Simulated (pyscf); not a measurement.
Single points on ωB97X-D3(BJ)/def2-SVP structures (PySCF, gas phase).

**Question.** For the elementary gas-phase step H₃Si–O–AsH₂ + GaH₃ → AsH₃ + H₃Si–O–GaH₂ (singlet surface; As–O, Ga–H broken, As–H, Ga–O formed), what barrier and reaction energy does ωB97M-D3(BJ)/def2-TZVP give, measured from the separated reactants?

**Answer.** ΔE‡ = 0.25 eV, ΔE = -1.09 eV. Zero-point energy shifts the barrier by +0.08 eV. It is a four-centre exchange, with an imaginary mode of 558i cm⁻¹. On the reactant side the descent ends in an adduct with a Ga–O contact, 0.77 eV under the separated species and 0.84 eV under the saddle at ωB97X-D3(BJ)/def2-TZVP. On the product side the descent ends in a complex, 0.22 eV under the separated species and 1.37 eV under the saddle at ωB97X-D3(BJ)/def2-TZVP. What is counted as formed (Ga–O) is already present as a longer contact in the reactant adduct; forming that adduct is a step of its own. At ωB97X-D3(BJ)/def2-TZVP the barrier from the zero used here is 0.06 eV. H₃Si–O–AsH₂ lies 0.46 eV over its isomer HO–SiH₂–AsH₂ (electronic energy, ωB97M-D3(BJ)/def2-TZVP). This is the saddle that the search found; another between the same sides may lie lower. Elements up to Kr have no core potential and no relativistic terms here.
